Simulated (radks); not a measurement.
Results of a calculation; reference values are marked as such.
Question: The mean radii <r> (bohr) of the occupied orbitals of an atom or ion are listed with their occupations. Code: a radial shooting solver on a logarithmic mesh with Libxc functionals. Model: Dirac Kohn-Sham, PBE, spin-unpolarised, spherical densities, point nucleus.

| orbital | occ. | <r> |
|---|---|---|
| 1s1/2 | 2 | 0.04275 |
| 2s1/2 | 2 | 0.1893 |
| 2p1/2 | 2 | 0.1627 |
| 2p3/2 | 4 | 0.1666 |
| 3s1/2 | 2 | 0.5511 |
| 3p1/2 | 2 | 0.5566 |
| 3p3/2 | 4 | 0.5670 |
| 3d3/2 | 4 | 0.5859 |
| 3d5/2 | 6 | 0.5899 |
| 4s1/2 | 1 | 1.589 |
| 4p1/2 | 1.33333 | 1.841 |
| 4p3/2 | 2.66667 | 1.873 |
| 5s1/2 | 1 | 4.319 |

Name the element and its charge. Open shells, if any, are shared by 2j + 1.

Answer: Z = 35, bromine, charge +1: Br+ in [Ar] 3d10 4s1 4p4 5s1. The 1s radius gives Z: for a bare nucleus <r> = (2 gamma + 1)/(2Z) with gamma = sqrt(1 - (Z/c)^2), 0.04191 bohr for Z = 35, and screening makes it slightly larger (0.04275 here). The occupations add up to 34, and the charge is Z minus that.
